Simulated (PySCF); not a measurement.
Ionisation energy of Ga by level of theory

Ga [Ar] 3d10 4s2 4p1 (2P) → Ga⁺ [Ar] 3d10 4s2 (1S), as a difference of total energies. All numbers are calculated (PySCF 2.14, a scalar-relativistic core potential, in aug-cc-pVDZ-PP with ECP10MDF (5s4p3d, 32 functions)). Correlated levels: valence: 3s2 3p6 3d10 frozen. The calculations carry no spin-orbit coupling.

```tsv
method	ionisation energy (eV)
UHF	5.521
BP86	6.033
TPSS	5.918
MP2 (valence)	5.673
SCS-MP2 (valence)	5.651
CCSD (valence)	5.738
CCSD(T) (valence)	5.753
```

Errors of the correlated levels include the incompleteness of this basis and the frozen core.

Task: Which method comes closest to the reference value, and which is furthest?

Result: The reference is 5.931 eV (measured; NIST levels, between the centres of gravity of the two terms). Closest: TPSS (error -0.013 eV); furthest: UHF (error -0.410 eV).
